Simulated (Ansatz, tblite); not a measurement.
Removing and adding an electron: mer-VF3(H2O)3 (VO₃F₃H₆). Charge 0, multiplicity 3. Geometry: r2SCAN-D4/def2-SVP. Ansatz, gas phase; energy differences of separate SCF runs; the oxidised species was run as a doublet alone; the reduced species was run as a quartet alone.

```xyz
13

V    -0.228    0.203    0.005
F    -1.203   -1.201   -0.629
F     1.338    1.016    0.622
F    -1.483    1.415    0.431
O     1.382   -1.179   -0.587
H     1.203   -2.079   -0.281
H     2.110   -0.817   -0.056
O    -0.422    0.854   -2.008
H    -1.095    1.548   -1.906
H    -0.930    0.059   -2.263
O    -0.219   -0.315    2.086
H    -0.990    0.195    2.388
H     0.537    0.301    2.198
```

The xTB rows come from tblite. HOMO above LUMO, or a gap near zero within one spin, warns that the state may not be the lowest or that an electron is smeared out.

```json
{"level": "GFN1-xTB", "−HOMO (eV)": "–", "vertical IE (eV)": "13.73", "−LUMO (eV)": "–", "vertical EA (eV)": "6.03", "HOMO–LUMO gap (eV)": "–", "IE − EA (eV)": "7.70", "remarks": "–"}
{"level": "PBE-D4/def2-TZVP", "−HOMO (eV)": "3.68", "vertical IE (eV)": "7.55", "−LUMO (eV)": "2.72", "vertical EA (eV)": "–", "HOMO–LUMO gap (eV)": "0.96", "IE − EA (eV)": "–", "remarks": "–"}
{"level": "r2SCAN-D4/def2-TZVP", "−HOMO (eV)": "4.40", "vertical IE (eV)": "8.05", "−LUMO (eV)": "2.69", "vertical EA (eV)": "–", "HOMO–LUMO gap (eV)": "1.71", "IE − EA (eV)": "–", "remarks": "–"}
{"level": "PBE0-D4/def2-TZVPD", "−HOMO (eV)": "6.45", "vertical IE (eV)": "–", "−LUMO (eV)": "1.51", "vertical EA (eV)": "-0.30", "HOMO–LUMO gap (eV)": "4.94", "IE − EA (eV)": "–", "remarks": "HOMO above zero (-1 quartet)"}
```

**Question.** Estimate the rows for GFN2-xTB, PBE-D4/def2-TZVPD, r2SCAN-D4/def2-TZVPD, PBE0-D4/def2-TZVP.

**Answer.** 
| level | −HOMO (eV) | vertical IE (eV) | −LUMO (eV) | vertical EA (eV) | HOMO–LUMO gap (eV) | IE − EA (eV) | remarks |
| --- | --- | --- | --- | --- | --- | --- | --- |
| GFN2-xTB | – | 12.88 | – | 4.72 | – | 8.17 | – |
| PBE-D4/def2-TZVPD | 3.76 | – | 2.80 | -0.04 | 0.96 | – | HOMO above zero (-1 quartet), gap within one spin near zero (-1 quartet) |
| r2SCAN-D4/def2-TZVPD | 4.43 | – | 2.71 | -0.23 | 1.72 | – | HOMO above zero (-1 quartet), gap within one spin near zero (-1 quartet) |
| PBE0-D4/def2-TZVP | 6.43 | 8.60 | 1.48 | – | 4.94 | – | – |

Relaxing the oxidised species (r2SCAN-D4/def2-SVP) changes its energy by -0.93 eV at PBE-D4/def2-TZVP, so the adiabatic ionisation energy to this nearest minimum is 6.62 eV. At PBE0-D4/def2-TZVP it is 7.31 eV.  Relaxing the reduced species (r2SCAN-D4/def2-SVPD) changes its energy by -0.75 eV at PBE-D4/def2-TZVPD, so the adiabatic electron affinity to this nearest minimum is 0.71 eV. At PBE0-D4/def2-TZVPD it is 0.90 eV. The highest occupied level of the relaxed charge -1 quartet lies above zero (up to 1.82 eV). By energy differences its removal costs 0.71 eV (each at its own geometry, to the charge 0 triplet, at PBE-D4/def2-TZVPD); the vertical value is larger still, so the positive level points to self-interaction error.     A HOMO above zero means that the electron is unbound at that level or that self-interaction error raises the level; the energy of removing that electron tells which. HOMO and LUMO are the levels of the spin that leaves or enters (xTB has no such levels and no spin-polarisation term). Other spin states of the ions may lie lower, which would lower the ionisation energy or raise the affinity. Raw xTB energy differences between charge states are shifted by several eV; the methods need an empirical correction for them. A negative affinity means that the extra electron isn't bound; its size then hangs on the basis.
